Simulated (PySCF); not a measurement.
Computed structure and properties of [LaCl4]−

System: [LaCl4]− (singlet); start: template (Td). Method: PySCF 2.14.0, RKS PBE0, La lcecp-1-SVP with ECP46, Cl def2-SVP; non-relativistic Hamiltonian with scalar-relativistic core potentials where named; density fitting; no spin-orbit coupling.

Input of the relaxation:

```python
mol = gto.M(atom='''
La     0.00000    -0.00000     0.00000
Cl     1.56790     1.56790     1.56790
Cl    -1.56790    -1.56790     1.56790
Cl     1.56790    -1.56790    -1.56790
Cl    -1.56790     1.56790    -1.56790''',
    basis={'La': 'lcecp-1-SVP', 'Cl': 'def2-SVP'},
    ecp={'La': 'lcecp-1-SVP'},
    charge=-1, spin=0)
mf = dft.RKS(mol, xc='PBE0')
mf.grids.atom_grid = (50, 194)  # f atoms: unpruned, at least (60, 302)
mf = mf.density_fit()  # fitting sets: La AutoAux, Cl def2-universal-JKFIT
mf.conv_tol = 1e-08; mf.max_cycle = 55
mf.kernel(dm0)  # dm0: converged density of the start geometry
# quasi-Newton relaxation in Cartesian coordinates to a largest gradient under 0.00045 Eh/bohr, steps kept in the point group
```

Run from Python with OMP_NUM_THREADS=2; the lines above give its settings. Where DIIS fails, smearing, a level shift and second-order steps follow.
It took 17 s on 2 threads of Arm Neoverse V2 (shared host), from the converged density of the start.

Course of the relaxation:

```csv
step,energy above end (eV),largest force component within the symmetry (eV/Å)
0,0.0404,0.253
1,0.0097,0.127
2,0.0000,0.008
3,0.0000,0.000
```

Relaxed geometry (Td):

```xyz
5

La    0.0000    0.0000    0.0000
Cl    1.5415    1.5415    1.5415
Cl   -1.5415   -1.5415    1.5415
Cl    1.5415   -1.5415   -1.5415
Cl   -1.5415    1.5415   -1.5415
```

| contact | Å |
| --- | --- |
| La1–Cl2 (Cl) | 2.670 |
| La1–Cl3 (Cl) | 2.670 |
| La1–Cl4 (Cl) | 2.670 |
| La1–Cl5 (Cl) | 2.670 |

On the finer grid (75, 302):

```json
{"HOMO": "-4.57 eV", "LUMO": "3.02 eV", "Dipole about the centre of mass": "0.00 D", "Set of Mulliken populations of La1 outside the core potential": "s 2.23, p 6.40, d 1.50, f 0.06", "D3(BJ) dispersion energy (not in the energies)": "-0.175 eV"}
```

```json
{"atom": "La1", "Mulliken (e)": "0.81", "Löwdin (e)": "-0.24", "spin (e)": "0.00"}
{"atom": "Cl2", "Mulliken (e)": "-0.45", "Löwdin (e)": "-0.19", "spin (e)": "0.00"}
{"atom": "Cl3", "Mulliken (e)": "-0.45", "Löwdin (e)": "-0.19", "spin (e)": "0.00"}
{"atom": "Cl4", "Mulliken (e)": "-0.45", "Löwdin (e)": "-0.19", "spin (e)": "0.00"}
{"atom": "Cl5", "Mulliken (e)": "-0.45", "Löwdin (e)": "-0.19", "spin (e)": "0.00"}
```

The large-core potential holds the 4f shell empty.

On the grid (50, 194), as all that follows. Harmonic modes: a minimum; lowest 64 cm⁻¹ (negative: unstable), highest 297 cm⁻¹, zero-point energy 0.095 eV.

Taking off one Cl (charge -1, singlet; the rest: singlet) in vacuum, both parts rigid, costs 4.84 eV; the small basis without counterpoise inflates it.

Rigid scan of Cl along the line from its metal:

| distance to Cl2 (Å) | energy (eV) |
| --- | --- |
| 2.37 | 0.585 |
| 2.47 | 0.228 |
| 2.57 | 0.049 |
| 2.67 | 0.000 |
| 2.77 | 0.039 |
| 2.87 | 0.142 |
| 3.07 | 0.453 |
| 3.37 | 1.017 |
| 3.77 | 1.733 |
| 4.27 | 2.441 |

One start shape was tried, so this needn't be the lowest isomer.
